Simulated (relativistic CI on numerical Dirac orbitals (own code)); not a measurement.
Computed by Dirac-Coulomb-Breit CI, orbitals from a KLI potential per configuration, model QED (radiative potential, 1s self-energy scaled to tabulated hydrogen-like ionisation energies), unscaled Slater integrals (own radial code, finite nucleus).

The strongest absorption lines from the ground level of an ion, among the configurations computed and to levels below about 291 eV (vacuum wavelength in Å, gf): 47.892 (2.2), 48.364 (4.9), 48.829 (4), 51.300 (0.13), 54.934 (0.29), 60.120 (0.48), 60.300 (0.35), 61.701 (0.44).

(1) Which ion is it?
A. Hg XLII
B. Lu XXXIII
C. Ir XXXIX
D. W XXXVI

## Answers

(1) C. Ir XXXIX has 39 electrons and the ground level 4s2 4p6 4d3 4F_3/2; the strongest line goes to 4s2 4p6 4d2 4f 4G°_5/2. The pattern of lines fixes the number of electrons, and along that sequence the line energies rise steadily with the charge (about as its square where n changes within one kind of shell, about linearly where n is kept but much faster in heavy ions where fine structure, which grows about as Z⁴, sets the gap, and irregularly where shells cross), which fixes Z. Configurations outside the model, such as inner-shell arrays, can give stronger lines. At this charge energies of transitions that change n are usually good to better than 1 %, and those within a shell (Δn = 0) to a few per cent. Terms inside the open d or f shell come out 10 to 20 % too wide with unscaled integrals.

LS names give the leading component of a level, which can be under half, so a name can repeat, a term be missing and a line seem to break the LS rules.
